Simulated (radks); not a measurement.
Q: Radial electron density D(r) = 4 pi r^2 rho(r) of an atom or ion with 62 electrons. Method: scalar-relativistic Kohn-Sham, PBE, spin-polarised, spherical densities, finite nucleus; Fermi nuclear charge, rms radius of each element as measured or else 0.836 A^(1/3) + 0.57 fm; computed with a radial shooting solver on a logarithmic mesh with Libxc functionals.

r (bohr),D(r) (e/bohr),spin D(r)
0.0008086,2.538,0.0000129
0.001105,4.269,0.0000216
0.001509,7.082,0.0000356
0.002062,11.53,0.0000575
0.002794,18.10,0.0000893
0.003817,27.80,0.000135
0.005215,40.75,0.000192
0.007124,56.11,0.000251
0.009733,71.07,0.000290
0.0133,80.87,0.000277
0.01817,81.40,0.000194
0.02462,75.14,0.0000725
0.03363,73.50,-0.000102
0.04595,87.95,-0.000829
0.06277,107.0,-0.00343
0.08576,102.6,-0.00536
0.1172,82.82,0.0245
0.1601,88.22,0.210
0.2169,92.86,0.826
0.2963,56.89,2.28
0.4049,38.23,4.47
0.5531,45.34,6.07
0.7556,30.07,5.72
1.032,14.41,3.98
1.41,9.390,2.02
1.911,4.842,0.708
2.611,1.606,0.188
3.567,0.7526,0.0502
4.873,0.4418,-0.00155
6.658,0.1375,-0.00798
9.096,0.01808,-0.00214
12.43,0.0007769,-0.000149

What is the nuclear charge?

A: Z = 62. The innermost maximum, from 1s, lies near gamma/Z bohr with gamma = sqrt(1 - (Z/c)^2) = 0.892, here 0.0144 bohr (found: 0.0157), and its height grows with Z. The density is that of neutral samarium in [Xe] 4f6 6s2; the configuration itself is not fixed sharply by these data, and Z only to a few units. D(r) has 4 maxima, at r = 0.0157, 0.0702, 0.195, 0.540 bohr, and minima at 0.0303, 0.129, 0.389 bohr, inside which lie 1.95, 11.14, 29.17 electrons.
